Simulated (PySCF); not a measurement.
Compound: C2H3BF2 (charge +1 and doublet state).
Numbering: `[CH2:1][CH+:2][B:3]([F:4])[F:5]` (hydrogens: H6, H7 on C1; H8 on C2)

Cartesian coordinates in Å at the GFN2-xTB level; atoms count from 1:
```xyz
8
C2H3BF2 angstrom
C     -1.2175    0.2490   -0.1626
C     -0.2172   -0.4771    0.2420
B      1.3231    0.0542    0.3945
F      2.1934   -0.6778    0.9851
F      1.6072    1.2020   -0.1148
H     -1.1587    1.2063   -0.6859
H     -2.2659   -0.0194    0.0202
H     -0.2554   -1.5278    0.5408
```

The hyperfine couplings belong to this conformer and change with its torsions.

The calculation used UKS B3LYP, pcH-1 on B C F H, non-relativistic, mean-field spin-orbit, GIAO in PySCF. Geometry: GFN2-xTB, one conformer, isolated ion. Couplings are sensitive to structure, and on GFN2-xTB geometries they can be far from those on DFT ones, by a factor of two or more for some ions and for spin on atoms past the first row. The frame is twisted about the C1–C2 bond at this geometry (dihedral H6–C1–C2–B3 = 16°); couplings at other torsion angles weren't computed. The SCF solution wasn't tested for stability.

(1) The isotropic 13C couplings are +13.6, +0.9 MHz. Assign them to C1; C2.

(2) The isotropic 1H couplings are +84.9, +78.2, +58.2 MHz. Assign them to H6; H7; H8.

Results:

(1) 
```
site  a_iso (MHz)  ρ(0) (bohr⁻³)                 position  distance from C2 (Å)  spin population  largest |T| (MHz)
  C1         +0.9        +0.0008         a main spin site                  1.30            +0.37               72.4
  C2        +13.6        +0.0121  largest spin population                  0.00            +0.50               95.7
```

(2) 
| site | a_iso (MHz) | ρ(0) (bohr⁻³) | position | distance from C2 (Å) | bound to | spin population there | largest \|T\| (MHz) |
| --- | --- | --- | --- | --- | --- | --- | --- |
| H6 | +58.2 | +0.0130 | 1 bond from C1 | 2.14 | C1 | +0.37 | 28.6 |
| H7 | +84.9 | +0.0190 | 1 bond from C1 | 2.11 | C1 | +0.37 | 29.9 |
| H8 | +78.2 | +0.0175 | 1 bond from C2 | 1.09 | C2 | +0.50 | 33.6 |

ρ(0) is the spin density at the nucleus and T the dipolar tensor; entries for several nuclei are means. The Mulliken spin populations are largest on C2 (+0.50) and C1 (+0.37). Main spin sites, with 60 % or more of the largest population: C1, C2; positions count bonds from the nearest.

Class means assume fast exchange of nuclei equivalent by connectivity; if that motion is slow, each nucleus keeps its own coupling. H6 and H7 aren't averaged: C1 is flat or nearly so (angle sum 360°), and its turn about the short C1–C2 bond (1.30 Å) is taken as slow. The 19F value of +10.6 MHz is a mean of couplings from 2.7 to 18.5 MHz in this one geometry, not an average over conformers.

C1, the radical centre as drawn in `[CH2][CH+]B(F)F`, holds a spin population of +0.37 out of 1.

The run took 7.1 s wall (grids of density and orbitals included) on an AMD EPYC 9R45 with one thread, on a shared host, and the process peaked at 0.62 GiB of memory.
